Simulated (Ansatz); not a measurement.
Species: SnOH3, charge 0, doublet. SnOH3 (SMILES [OH][SnH2], doublet).
B3LYP-D3(BJ)/def2-TZVP minimum from Ansatz (a program for electronic structure):
```xyz
5

Sn    -0.1908    -0.2079     0.0604
O      1.2333     1.0905    -0.4552
H     -1.3312     0.0222    -1.2233
H     -0.8358     0.3482     1.5840
H      1.8421     1.3001     0.2612
```
Charge 0, spin multiplicity 2.

Atomisation energy term by term, kcal/mol (programs: Ansatz). Open shells are spin-unrestricted; no spin-orbit coupling. Correlated methods leave the cores frozen (noble-gas shells, and filled d and f shells in the p block). Past Kr the def2 sets carry scalar-relativistic core potentials. CBS(X,Y): correlation extrapolated as X^-3, Hartree-Fock from the larger set. A bracket is a step between two methods taken in the basis named. For partners of very few electrons the exact lower level stands in for a higher one. Spin-orbit terms, left out, reach several kcal/mol for Br and I, and more for heavier atoms.

```csv
term,basis,kcal/mol
Hartree-Fock,def2-QZVPP,198.84
CCSD correlation,"CBS(def2-TZVPP,def2-QZVPP)",101.44
(T),"CBS(def2-TZVPP,def2-QZVPP)",6.02
CCSDT(Q) - CCSD(T),def2-TZVPP,0.32
sum: De,,306.6
```

The step beyond CCSD(T) by other levels: CCSDT(Q) in def2-SVP 0.75 kcal/mol.
